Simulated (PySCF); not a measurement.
Compound: C₃H₈BNO.
Atom-mapped SMILES: `[CH3:1][O+:2]([CH3:3])[BH2-:4][C:5]#[N:6]` (hydrogens: H7, H8, H9 on C1; H10, H11, H12 on C3; H13, H14 on B4)

A GFN2-xTB structure with every atom displaced at random (by about 0.01 Å) was refined with PBE0-D3(BJ)/def2-SVP geometry optimisation, gas phase (PySCF 2.14.0). Values at the start:

```
 coordinate    start
      C1–O2  1.408 Å
      C1–H7  1.066 Å
      O2–B4  1.684 Å
      B4–C5  1.518 Å
     B4–H13  1.179 Å
      C5≡N6  1.154 Å
   C1–O2–C3   112.7°
   C1–O2–B4   111.3°
   O2–B4–C5   104.9°
   C3–O2–B4   112.6°
   B4–C5–N6   178.2°
C1–O2–B4–C5     176°
```

Problem. How do these coordinates change at the PBE0-D3(BJ)/def2-SVP level?

Solution. 
```tsv
coordinate	PBE0-D3(BJ)/def2-SVP (Å or °)	change
O2–B4	1.618	-0.066
B4–C5	1.570	+0.052
B4–H13	1.214	+0.035
C1–H7	1.095	+0.029
C1–O2	1.425	+0.017
C5≡N6	1.161	+0.007
C3–O2–B4	115.9	+3.3
C1–O2–B4	113.7	+2.4
C1–O2–C3	113.9	+1.2
B4–C5–N6	178.1	-0.1
O2–B4–C5	105.1	+0.2
C1–O2–B4–C5	169	-7
```

The energy falls by 0.145 eV over 7 energy and gradient evaluations, the largest force component goes from 0.0267 to 2.5e-04 Eh/bohr, and the atoms move by 0.072 Å rms after alignment. The bond that changes most is O2–B4 (ends: oxygen bonded to B and 2 C; four-coordinate boron), which shortens by 0.066 Å. Bonds longer at the end by more than 0.005 Å: 8 of 13; shorter: 4. Rotational constants go from 7879, 2129, 1794 to 7667, 2108, 1778 MHz.

The run used 124 basis functions and 49 SCF cycles in all. The run took 42 s on an Arm Neoverse V1 with one thread, no GPU, shared host, and the process peaked at 0.49 GiB of memory.

Not checked by PBE0-D3(BJ)/def2-SVP frequencies. One conformer, not necessarily the lowest.

Shape of the structure used: `[CH3:1][O+:2]([CH3:3])[BH2-:4][C:5]#[N:6]`: C1–O2–B4–C5 169°.
